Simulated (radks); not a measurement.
Effect of the nuclear size on the argon ion Ar3+, [Ne] 3s2 3p3. Calculated with a radial shooting solver on a logarithmic mesh with Libxc functionals: Dirac Kohn-Sham, BLYP, spin-unpolarised, spherical densities, finite nucleus; open shells fill j = l - 1/2 first; Fermi nuclear charge, rms radius 3.4274 fm. The rms radius is varied about that value; shifts are against it.

| rms radius (fm) | total energy shift (eV) | density at nucleus (e/bohr^3) | 1s1/2 shift (meV) | 2s1/2 shift (meV) |
|---|---|---|---|---|
| 2.8516 | -0.00574 | 4364 | -2.41 | -0.181 |
| 3.304 | -0.00132 | 4351 | -0.553 | -0.041 |
| 3.4274 | 0 | 4347 | 0.000 | 0.000 |
| 3.6879 | 0.00294 | 4340 | 1.23 | 0.092 |
| 3.9826 | 0.00651 | 4333 | 2.73 | 0.205 |

Slopes of the eigenvalues against <r^2> in GHz/fm^2, as finite differences over the two radii next to the reference (eigenvalue slopes, not the field-shift constants of lines): 1s1/2 161, 2s1/2 12.1.
